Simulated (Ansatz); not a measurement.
## The standard entropy of C2H4I2 (1,2-diiodoethane) from a frequency calculation

A singlet with charge 0, relaxed at PBE0-D4/def2-TZVP (core potential) (Ansatz 0.2.0):

```xyz
8

I    -1.4358    1.7157   -1.1221
C     0.2450    0.5549   -0.4372
C    -0.2450   -0.5550    0.4371
I     1.4359   -1.7153    1.1225
H     0.7396    0.1972   -1.3363
H     0.8887    1.2544    0.0895
H    -0.7398   -0.1972    1.3360
H    -0.8884   -1.2546   -0.0897
```

Harmonic wavenumbers in cm⁻¹: 94, 139, 155, 536, 614, 729, 877, 1076, 1083, 1161, 1229, 1279, 1466, 1477, 3125, 3134, 3188, 3212.

Masses in u: I 126.904, C 12.011, H 1.008. Take T = 298.15 K, p = 1 bar, R = 8.3145 J/(mol K), kT/hc = 207.22 cm⁻¹, rigid rotor and harmonic oscillator.

Question: Work out S° at 298 K.

Answer: 
1. Translation (Sackur–Tetrode): S = R[3/2 ln M + 5/2 ln T − 1.1517] with M = 281.862 gives 179.2 J/(mol K).
2. Rotation: principal moments 18.002, 1598.083, 1609.688 u Å² give A, B, C = 0.9364, 0.0105, 0.0105 cm⁻¹; the symmetry number is σ = 2; q = (√π/σ)√((kT/hc)³/ABC) = 260179; S = R(ln q + 3/2) = 116.1.
3. Vibration: with u = ν̃/207.22, each mode gives R[u/(eᵘ − 1) − ln(1 − e⁻ᵘ)]; the sum is 44.8, most from 94 cm⁻¹ (15.0), 139 cm⁻¹ (11.8), 155 cm⁻¹ (10.9).
4. Electronic: R ln 1 = 0.0, from the spin multiplicity alone.
5. Sum: 179.2 + 116.1 + 44.8 + 0.0 = 340.1 J/(mol K).

No measured value is set beside it here. Where a soft mode is a torsion, a harmonic oscillator describes it poorly.
